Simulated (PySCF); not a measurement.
## Nuclear quadrupole coupling in `Nc1ccccc1F`

C6H6FN.
Atom-mapped SMILES: `[NH2:1][c:2]1[cH:3][cH:4][cH:5][cH:6][c:7]1[F:8]` (hydrogens: H9, H10 on N1; H11 on C3; H12 on C4; H13 on C5; H14 on C6)

Cartesian coordinates in Å at the PBE0-D3(BJ)/def2-SVP level; atoms count from 1:
```xyz
14
C6H6FN angstrom
N     -2.406   -0.086    0.095
C     -1.030   -0.067    0.083
C     -0.238   -1.143    0.511
C      1.152   -1.089    0.429
C      1.793    0.038   -0.082
C      1.025    1.123   -0.510
C     -0.353    1.055   -0.423
F     -1.105    2.096   -0.819
H     -2.858    0.816    0.025
H     -2.845   -0.723    0.745
H     -0.731   -2.034    0.909
H      1.739   -1.944    0.771
H      2.882    0.079   -0.146
H      1.480    2.031   -0.911
```

Field gradients from the PBE0/pcSseg-1 density (PySCF, non-relativistic), principal values in atomic units, ordered |Vxx| ≤ |Vyy| ≤ |Vzz|:

```json
{"atom": "N1", "Vxx": "0.4810", "Vyy": "0.6365", "Vzz": "-1.1175"}
```

Find the asymmetry η = (Vxx − Vyy)/Vzz and the couplings χ = eQV/h (234.96 MHz × Q in barn × V in au), with Q(14N) = 0.02044 b.

```
atom            environment  nucleus     η  χzz (MHz)  χxx (MHz)  χyy (MHz)
  N1  aniline-type nitrogen      14N  0.14      -5.37       2.31       3.06
```

The tensor is traceless: Vxx + Vyy + Vzz = 0.

What is Vzz at N1 in SI units (1 au = 9.71736 × 10²¹ V/m²)?

-1.1175 au = -10.859 × 10²¹ V/m².

And the gradient at the other heavy atoms, for which no coupling is worked out here?

```
atom                       environment  Vzz (au)     η
  C2  aromatic carbon bearing nitrogen    -0.262  0.78
  C3                aromatic CH carbon     0.177  0.52
  C4                aromatic CH carbon     0.295  0.19
  C5                aromatic CH carbon     0.231  0.20
  C6                aromatic CH carbon     0.255  0.29
  C7               aromatic C–F carbon     0.454  0.74
  F8                     aryl fluorine     2.921  0.07
```

Were the hydrogens deuterons (Q(2H) = 0.00286 b), χzz would run from 205 kHz (H12, H11 and H14) to 273 kHz (H10).

Geometry: PBE0-D3(BJ)/def2-SVP; no solvent, vibrations or thermal averaging. These gradients aren't converged with respect to the basis.
